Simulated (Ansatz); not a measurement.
BGaGeH11InP2Si (`[SiH3][B](P)[Ga]([InH2])[GeH2][PH2]`) at its PBE0-D4/def2-TZVP geometry, where that method's forces vanish. Total charge 0; spin multiplicity 1. In: def2 effective core potential.

```xyz
18

Si    0.1039   -1.5372    2.3480
B     0.4600    0.1121    1.2704
P     0.4188    1.7113    2.1516
Ga    0.9597   -0.0328   -0.7102
In    3.2698    0.0977   -1.9026
Ge   -1.1344   -0.4097   -1.9593
P    -2.8524    0.5485   -0.7079
H     1.2249   -2.5154    2.2564
H    -0.1468   -1.2593    3.7908
H    -1.1093   -2.1924    1.7810
H     0.0077    2.7597    1.3020
H    -0.6167    1.7072    3.1089
H     3.8959    1.6102   -2.4722
H     4.2424   -1.3068   -2.1841
H    -1.1380    0.0883   -3.4215
H    -1.4354   -1.9251   -2.0009
H    -3.7804    0.6689   -1.7777
H    -2.3698    1.8749   -0.8726
```

Problem. What forces (eV/Å) does PBE-D4/def2-TZVPP give on these atoms in Ansatz? (An estimate is asked.)

Solution. Computed: 
```
Si1  0.056  0.120 -0.090
B2  -0.001 -0.068 -0.085
P3   0.216 -0.071  0.015
Ga4  0.043  0.008  0.106
In5 -0.099 -0.010  0.027
Ge6  0.082  0.038 -0.007
P7  -0.078 -0.167  0.349
H8   0.101 -0.114 -0.001
H9  -0.031  0.024  0.153
H10 -0.123 -0.079 -0.051
H11 -0.065  0.177 -0.113
H12 -0.161  0.016  0.151
H13  0.054  0.121 -0.043
H14  0.083 -0.111 -0.019
H15  0.011  0.039 -0.169
H16 -0.028 -0.155 -0.001
H17 -0.122  0.042 -0.175
H18  0.063  0.190 -0.048
```
